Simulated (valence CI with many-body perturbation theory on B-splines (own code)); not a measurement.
Level structure of Os XLVI

Method: configuration interaction combined with many-body perturbation theory (CI+MBPT): three valence electrons over a frozen Dirac-Fock core [Ar] 3d10, radial functions for each j: 9 s, 9 p, 8 d, 6 f, 3 g, 1 h, with the one-electron correlation potential Σ1, the two-electron term Σ2, the three-electron term Σ3, Breit, model QED; selected CI, second order for the rest, scaled by the run's own slope (own B-spline code, finite nucleus).

No measured spectrum was set against this ion. As an estimate, large intervals hold to a few tenths of a per cent, small ones and those within an open d or f shell to about a per cent.

Levels 1 to 35 of 35, with energies above the lowest level, (4s^2 4p1/2) J=1/2. "Leading %" is the weight of the configuration and term that name the level; weights of strongly mixed levels are sums over their largest components and can fall short, so below about 35 % the name and the second component can differ from the true leading terms, or belong to a minority configuration. In the jj column 3d3/2^4 stands for four electrons in 3d with j = 3/2. Lifetimes count E1, E2, E3, M1 and M2 decay at the calculated energies, and are blank where another channel may lead or the interval is too uncertain; long ones can be off by a factor of two.

| No. | Configuration | Term | J | E (× 10³ cm⁻¹) | Leading % | Leading jj | g | Lifetime |
| --- | --- | --- | --- | --- | --- | --- | --- | --- |
| 1 | 4s²4p | ²P° | 1/2 | 0.00 | 100 | 4s^2 4p1/2 (100 %) | 0.658 |  |
| 2 | 4s4p² | ⁴P | 1/2 | 822.18 | 56 | 4s 4p1/2^2 (98 %) | 2.174 | 30.0 ps |
| 3 | 4s²4p | ²P° | 3/2 | 913.31 | 99 | 4s^2 4p3/2 (99 %) | 1.329 | 137 ns |
| 4 | 4s4p² | ⁴P | 3/2 | 1623.9 | 91 | 4s 4p1/2 4p3/2 (99 %) | 1.654 | 159 ps |
| 5 | 4s4p² | ²D | 5/2 | 1694.6 | 59 | 4s 4p1/2 4p3/2 (98 %) | 1.355 | 65.8 ps |
| 6 | 4s4p² | ²D | 3/2 | 1794.2 | 63 | 4s 4p1/2 4p3/2 (95 %) | 0.981 | 2.15 ps |
| 7 | 4s4p² | ²P | 1/2 | 1814.1 | 70 | 4s 4p1/2 4p3/2 (97 %) | 1.242 | 1.15 ps |
| 8 | 4s²4d | ²D | 3/2 | 2268.6 | 94 | 4s^2 4d3/2 (94 %) | 0.816 | 695 fs |
| 9 | 4s²4d | ²D | 5/2 | 2428.5 | 82 | 4s^2 4d5/2 (82 %) | 1.252 | 5.11 ps |
| 10 | 4s4p² | ⁴P | 5/2 | 2610.9 | 45 | 4s 4p3/2^2 (82 %) | 1.378 | 2.09 ps |
| 11 | 4p³ | ²P° | 3/2 | 2617.4 | 45 | 4p1/2^2 4p3/2 (94 %) | 1.324 | 2.45 ps |
| 12 | 4s4p² | ²S | 1/2 | 2726.8 | 69 | 4s 4p3/2^2 (99 %) | 1.904 | 1.66 ps |
| 13 | 4s4p² | ²P | 3/2 | 2756.6 | 62 | 4s 4p3/2^2 (97 %) | 1.195 | 790 fs |
| 14 | 4s4p4d | ⁴F° | 3/2 | 2916.0 | 79 | 4s 4p1/2 4d3/2 (98 %) | 0.500 | 15.8 ps |
| 15 | 4s4p4d | ⁴F° | 5/2 | 2976.2 | 48 | 4s 4p1/2 4d3/2 (95 %) | 1.038 | 25.7 ps |
| 16 | 4s4p4d | ⁴D° | 1/2 | 3085.9 | 60 | 4s 4p1/2 4d3/2 (98 %) | 0.395 | 666 fs |
| 17 | 4s4p4d | ⁴D° | 3/2 | 3096.2 | 37 | 4s 4p1/2 4d3/2 (90 %) | 1.298 | 651 fs |
| 18 | 4s4p4d | ⁴P° | 5/2 | 3176.3 | 38 | 4s 4p1/2 4d5/2 (98 %) | 1.355 | 2.72 ps |
| 19 | 4s4p4d | ⁴F° | 7/2 | 3221.2 | 47 | 4s 4p1/2 4d5/2 (96 %) | 1.247 | 3.67 ps |
| 20 | 4s4p4d | ²F° | 5/2 | 3267.2 | 44 | 4s 4p1/2 4d5/2 (91 %) | 1.067 | 3.31 ps |
| 21 | 4s4p4d | ²D° | 3/2 | 3273.4 | 36 | 4s 4p1/2 4d5/2 (79 %) | 1.156 | 2.13 ps |
| 22 | 4p³ | ²D° | 5/2 | 3527.4 | 85 | 4p1/2 4p3/2^2 (85 %) | 1.151 | 1.22 ps |
| 23 | 4p³ | ²D° | 3/2 | 3527.6 | 44 | 4p1/2 4p3/2^2 (85 %) | 1.364 | 769 fs |
| 24 | 4p³ | ²P° | 1/2 | 3578.0 | 94 | 4p1/2 4p3/2^2 (94 %) | 0.660 | 1.18 ps |
| 25 | 4s²4f | ²F° | 5/2 | 3831.1 | 82 | 4s^2 4f5/2 (82 %) | 0.864 | 3.62 ps |
| 26 | 4s²4f | ²F° | 7/2 | 3878.9 | 60 | 4s^2 4f7/2 (60 %) | 1.169 | 2.22 ps |
| 27 | 4p²4d | ²D | 3/2 | 3880.1 | 39 | 4p1/2^2 4d3/2 (98 %) | 0.772 | 6.50 ps |
| 28 | 4s4p4d | ⁴D° | 3/2 | 3900.1 | 43 | 4s 4p3/2 4d3/2 (99 %) | 1.323 | 864 fs |
| 29 | 4s4p4d | ⁴P° | 1/2 | 3900.5 | 86 | 4s 4p3/2 4d3/2 (99 %) | 2.304 | 947 fs |
| 30 | 4s4p4d | ⁴D° | 5/2 | 3902.4 | 51 | 4s 4p3/2 4d3/2 (90 %) | 1.256 | 786 fs |
| 31 | 4s4p4d | ⁴D° | 7/2 | 3952.8 | 35 | 4s 4p3/2 4d3/2 (49 %) | 1.257 | 1.31 ps |
| 32 | 4s4p4d | ⁴F° | 9/2 | 4003.7 | 100 | 4s 4p3/2 4d5/2 (100 %) | 1.329 | 159 ns |
| 33 | 4s4p4d | ²D° | 3/2 | 4018.0 | 64 | 4s 4p3/2 4d3/2 (77 %) | 0.984 | 632 fs |
| 34 | 4s4p4d | ²P° | 1/2 | 4089.6 | 73 | 4s 4p3/2 4d3/2 (93 %) | 0.586 | 488 fs |
| 35 | 4s4p4d | ²D° | 5/2 | 4100.6 | 46 | 4s 4p3/2 4d5/2 (98 %) | 1.349 | 2.08 ps |

The ionisation energy to 4s² ¹S0 of the next ion comes out as 2401.2 eV (NIST: 2400 ± 4 eV (theoretical)). All 35 levels together are meant to be complete up to 4110.9 × 10³ cm⁻¹.
